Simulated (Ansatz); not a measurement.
A structure relaxed at PBE-D4/def2-TZVP in Ansatz, charge 0, doublet:

Cartesian coordinates in Å:
```
Cu 0.000 0.000 0.000
F -1.315 1.028 -0.483
F 1.315 -1.028 0.483
```

Task: Give its formula and point group.

Result: the cluster CuF2. Point group D∞h (tolerance 0.1 Å).

Task: Summarise the bond lengths by kind (pairs closer than 1.2 times the sum of covalent radii, bridged metal pairs left out).

Result: 2 × Cu–F 1.74 Å. The metal has 2 neighbours: F 1.74 Å, F 1.74 Å.

The gap within one spin of the charge 0 doublet nearly closes, so an electron or hole may be smeared out by delocalisation error. The structure comes from a short search, and lower isomers may exist.
